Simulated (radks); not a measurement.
The numbers below are computed, except where a source is named.
Q: Species: Ar7+. Configuration: [Ne] 3s1. Code: a radial shooting solver on a logarithmic mesh with Libxc functionals. Model: Dirac Kohn-Sham, PBE, spin-unpolarised, spherical densities, finite nucleus; Fermi nuclear charge, rms radius 3.4274 fm.

Spin-orbit splittings of the eigenvalues, e(l+1/2) - e(l-1/2), with zeta = 2 splitting/(2l+1) and mean radii in bohr:

shell  occ.  splitting (eV)  zeta (eV)  <r> j=l-1/2  <r> j=l+1/2
2p        6           2.293      1.529       0.3697       0.3720
3p        0               ?          ?        1.187        1.191

Estimate the 3p splitting.

A: 0.3706 eV (zeta = 0.2470 eV).
